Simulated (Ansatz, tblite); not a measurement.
Isomers of Mg$_{2}$F$_{5}$⁻ (singlet), found by a short tight-binding search and relaxed with PBE-D4/def2-SVPD in Ansatz.

The xTB rows come from tblite. Correlated methods freeze 7 core orbitals; core or outer-core shells of Mg are correlated, in sets that lack core-valence functions.

Other spin states weren't relaxed.

A:

Cartesian coordinates in Å:
```
Mg 0.6522 -0.0484 1.7841
Mg -0.6507 0.0517 -1.7843
F -2.4301 0.4122 -1.9313
F 0.0092 0.0123 -0.0029
F 1.2472 1.5397 2.4498
F 0.5950 -0.2718 -3.0736
F 0.5772 -1.6957 2.5581
```

B:

```xyz
7

Mg    0.653   -0.474   -0.993
Mg   -0.652    0.474    0.993
F     0.661    1.343   -0.206
F     0.639   -1.025    0.909
F    -1.300   -0.319   -0.702
F    -1.584    1.150    2.410
F     1.584   -1.150   -2.410
```

C:

```tsv
atom	x (Å)	y (Å)	z (Å)
Mg1	1.133	-0.143	1.107
Mg2	-0.929	0.116	-0.908
F3	-0.739	-0.090	1.117
F4	-1.438	1.845	-1.298
F5	2.423	-0.299	2.367
F6	-1.558	-1.460	-1.629
F7	1.108	0.031	-0.757
```

Problem. Estimate their order by electronic energy at PBE-QIDH/def2-TZVPD, counted from the lowest.

Solution. B (0.0) < C (60.1) < A (100.2), in kJ/mol.

Problem. Do the other levels pick the same lowest one?

Solution. All that were run do. Energies above each level's lowest (kJ/mol):

```csv
level,A,B,C
GFN1-xTB,56.5,0.0,30.0
GFN2-xTB,54.0,0.0,22.9
HF/def2-SVPD,100.8,0.0,60.5
HF/def2-TZVPD,88.7,0.0,54.9
PBE-D4/def2-TZVPD,89.1,0.0,53.3
revPBE-D4/def2-TZVPD,82.6,0.0,50.3
BLYP-D4/def2-TZVPD,81.0,0.0,48.8
r2SCAN-D4/def2-TZVPD,104.6,0.0,60.7
PBE0-D4/def2-TZVPD,96.2,0.0,57.7
PBE-QIDH/def2-TZVPD,100.2,0.0,60.1
MP2/def2-SVPD,112.2,0.0,66.2
MP2/def2-TZVPD,97.5,0.0,57.7
CCSD/def2-SVPD,115.6,0.0,68.2
CCSD(T)/def2-SVPD,116.2,0.0,68.3
```
Point groups (tolerance 0.1 Å): A not assigned, B D3h, C C2v. Lower isomers may exist.
